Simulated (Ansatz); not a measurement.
Abridged output of a molecular run in Ansatz:

```
Functional definition: HF
953 factors; integrals over basis functions are off by at most 1.3e-3 eV
mean field evaluation 1: about -9870.6897 eV, gradient 2.7e1 eV
mean field evaluation 2: about -9870.7808 eV, gradient 2.7e1 eV
mean field evaluation 4: about -9872.9938 eV, gradient 3.9e0 eV
mean field evaluation 8: about -9873.0382 eV, gradient 1.1e-1 eV
mean field evaluation 16: about -9872.9454 eV, gradient 5.1e-1 eV
mean field -9873.03826386 eV, -362.8274640113 hartree, gradient 4.0e-6 eV, S^2 0.000000; 0 other end points of the search recorded, 0 dependent functions left out
8 core orbitals not correlated: weight in the atoms' cores, before any rotation towards them, 1.000 or more for the frozen orbitals, at most 0.000 for the correlated occupied ones
reference -9873.03826386 eV, -362.8274640113 hartree; 11, 11 occupied and 76, 76 virtual orbitals, 953 factors
second order -12.66480899 eV of doubles, -0.00000000 eV of singles
cycle   1  -13.62629387 eV  change   -9.6e-1 eV  update   9.3e-2
cycle   2  -14.07958413 eV  change   -4.5e-1 eV  update   2.9e-2
cycle   3  -14.16560746 eV  change   -8.6e-2 eV  update   1.6e-2
cycle   4  -14.15948643 eV  change    6.1e-3 eV  update   5.6e-3
cycle   5  -14.15913808 eV  change    3.5e-4 eV  update   2.4e-3
cycle   6  -14.15911339 eV  change    2.5e-5 eV  update   8.2e-4
cycle   7  -14.15875397 eV  change    3.6e-4 eV  update   2.8e-4
cycle   8  -14.15876540 eV  change   -1.1e-5 eV  update   9.2e-5
cycle   9  -14.15878356 eV  change   -1.8e-5 eV  update   2.5e-5
perturbative correction -0.40577639 eV, -0.0149120073 hartree
Total energy: -9887.60282381 eV, -363.3627017172 hartree
```

Its atoms:

```xyz
11

C    -0.8221   -1.0049    1.4539
N    -0.4585   -0.1048    0.3803
B     0.7231   -0.1000   -0.3485
Al    0.9528    1.3693   -1.8797
H    -1.0089   -0.4596    2.3840
H    -0.0040   -1.7049    1.6193
H    -1.7241   -1.5736    1.2079
H    -1.1754    0.5762    0.1751
H     1.5277   -0.9423   -0.0439
H    -0.2436    2.4076   -2.1318
H     2.2328    1.5370   -2.8166
```

Q: Which basis set was used?
A. def2-SVPD
B. cc-pV(T+d)Z
C. def2-SVP
D. def2-QZVPP

A: C. It gives 95 functions.

Q: Write the keys of the input that set method, charge and spin (a neutral closed shell needs none for the last two).

A: 
```yaml
correlation: {method: ccsd_t}
```
